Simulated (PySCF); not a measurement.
FHSZn, SMILES [F][Zn][SH].

Geometry optimised at TPSSh-D3(BJ)/def2-TZVP. One conformer was computed; it need not be the lowest.

Calculation: PySCF with TDDFT-M06-2X/def2-SVPD.

Vertical excitations. Gas-phase values at a fixed geometry. State labels are in the subgroup Cs.

```json
[
 {"state": "S1", "symmetry": "A\"", "energy (eV)": "5.06", "λ (nm)": "245", "f": "0.037", "main pairs": "HOMO→LUMO 96 %"},
 {"state": "S2", "symmetry": "A\"", "energy (eV)": "5.83", "λ (nm)": "213", "f": "0.001", "main pairs": "HOMO→LUMO+1 88 %"},
 {"state": "S3", "symmetry": "A'", "energy (eV)": "6.50", "λ (nm)": "191", "f": "0.003", "main pairs": "HOMO→LUMO+2 67 %, HOMO−1→LUMO 30 %"},
 {"state": "S4", "symmetry": "A\"", "energy (eV)": "6.59", "λ (nm)": "188", "f": "0.007", "main pairs": "HOMO→LUMO+3 50 %, HOMO→LUMO+4 32 %, HOMO→LUMO+1 8 %"},
 {"state": "S5", "symmetry": "A'", "energy (eV)": "7.24", "λ (nm)": "171", "f": "0.265", "main pairs": "HOMO−1→LUMO 48 %, HOMO−1→LUMO+1 22 %, HOMO→LUMO+2 18 %"},
 {"state": "S6", "symmetry": "A'", "energy (eV)": "7.67", "λ (nm)": "162", "f": "0.087", "main pairs": "HOMO−1→LUMO+1 45 %, HOMO−2→LUMO 35 %, HOMO−1→LUMO 8 %"},
 {"state": "S7", "symmetry": "A\"", "energy (eV)": "7.79", "λ (nm)": "159", "f": "0.025", "main pairs": "HOMO−3→LUMO 69 %"},
 {"state": "S8", "symmetry": "A'", "energy (eV)": "7.81", "λ (nm)": "159", "f": "0.130", "main pairs": "HOMO−2→LUMO 54 %, HOMO−1→LUMO+1 27 %"},
 {"state": "S9", "symmetry": "A\"", "energy (eV)": "7.90", "λ (nm)": "157", "f": "0.001", "main pairs": "HOMO→LUMO+4 34 %, HOMO→LUMO+3 33 %, HOMO−3→LUMO 18 %, HOMO→LUMO+5 7 %"},
 {"state": "S10", "symmetry": "A\"", "energy (eV)": "8.07", "λ (nm)": "154", "f": "0.066", "main pairs": "HOMO−1→LUMO+2 84 %"},
 {"state": "T1", "symmetry": "A\"", "energy (eV)": "4.78", "λ (nm)": "259", "f": "0", "main pairs": "HOMO→LUMO 94 %"},
 {"state": "T2", "symmetry": "A\"", "energy (eV)": "5.66", "λ (nm)": "219", "f": "0", "main pairs": "HOMO→LUMO+1 74 %"},
 {"state": "T3", "symmetry": "A'", "energy (eV)": "5.98", "λ (nm)": "207", "f": "0", "main pairs": "HOMO−1→LUMO 53 %, HOMO→LUMO+2 37 %"},
 {"state": "T4", "symmetry": "A'", "energy (eV)": "6.26", "λ (nm)": "198", "f": "0", "main pairs": "HOMO→LUMO+2 56 %, HOMO−1→LUMO 39 %"}
]
```
Triplets are in the Tamm–Dancoff approximation, which puts them higher than full response would, so one can lie above its singlet here.
